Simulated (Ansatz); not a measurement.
Computed with Ansatz.

Basis-set series for ClHO₃W (`[O]=[W](=[O])([OH])[Cl]`). Charge 0, multiplicity 1. W: def2 effective core potential. The geometry is a stationary point of PBE0-D4/def2-TZVP. It is one conformer, not always the lowest.

| functional | basis | functions | energy (Eh) | HOMO (eV) | LUMO (eV) |
| --- | --- | --- | --- | --- | --- |
| PBE0-D4 | def2-SVP | 97 | -753.04854 | -9.34 | -2.30 |
| PBE0-D4 | def2-TZVPP | 205 | -753.51436 | -9.33 | -2.36 |
| ωB97M-V | def2-SVP | 97 | -753.26052 | -11.68 | -0.14 |
| ωB97M-V | def2-TZVPP | 205 | -753.73181 | -11.68 | -0.24 |

(1) Give the rows for def2-QZVPP. (An estimate is asked.)

Results:

(1) The calculation gave: 
```
functional       basis  functions  energy (Eh)  HOMO (eV)  LUMO (eV)
   PBE0-D4  def2-QZVPP        352   -753.54085      -9.35      -2.40
   ωB97M-V  def2-QZVPP        352   -753.75685     -11.71      -0.30
```
